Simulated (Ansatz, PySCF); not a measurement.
C7H9O, SMILES Cc1ccc([OH2+])cc1, charge +1. Atoms are numbered in the order given.

```xyz
17

C      2.9011     0.1306     0.3646
C      1.4161     0.0748     0.1901
C      0.7458     1.0561    -0.5560
C     -0.6321     1.0065    -0.7528
C     -1.3009    -0.0540    -0.1756
O     -2.7578    -0.0931    -0.3866
C     -0.7117    -1.0546     0.5737
C      0.6672    -0.9725     0.7494
H      3.2220    -0.3873     1.2782
H      3.2636     1.1669     0.4031
H      3.4008    -0.3604    -0.4869
H      1.3108     1.8822    -0.9938
H     -1.1586     1.7678    -1.3310
H     -3.2952     0.0208     0.4217
H     -3.0781    -0.8516    -0.9130
H     -1.2859    -1.8731     1.0148
H      1.1701    -1.7425     1.3388
```
Charge +1, spin multiplicity 1.

Geometry optimised at PBE0-D3(BJ)/def2-SVP. The isomer is the one that the SMILES or the coordinates give; other isomers of the formula were not compared.

Vertical ionisation energy (IE) and electron affinity (EA) in eV. Rows of orbital energies are one-electron estimates. Where ΔSCF, EOM or ADC give a negative EA the extra electron is unbound and the value depends on the basis.

```tsv
level	IE	EA
−ε(HOMO), −ε(LUMO), PBE/def2-SVP (PySCF)	?	?
ΔSCF, PBE0/def2-SVPD (Ansatz), final states of multiplicity 2 and 2	13.47	3.94
```

Problem. Fill in the missing entries. (The exact figures need the calculation; the answer reports its results.)

Solution. 
- −ε(HOMO), −ε(LUMO), PBE/def2-SVP (PySCF), IE: 10.53
- −ε(HOMO), −ε(LUMO), PBE/def2-SVP (PySCF), EA: 6.07

Problem. What vertical singlet–triplet gap does ΔSCF give with PBE0/def2-SVPD (Ansatz, a first-principles code)? (Estimate from the structure and the level; the computed values follow.)

Solution. 4.18 eV (triplet above singlet where positive).
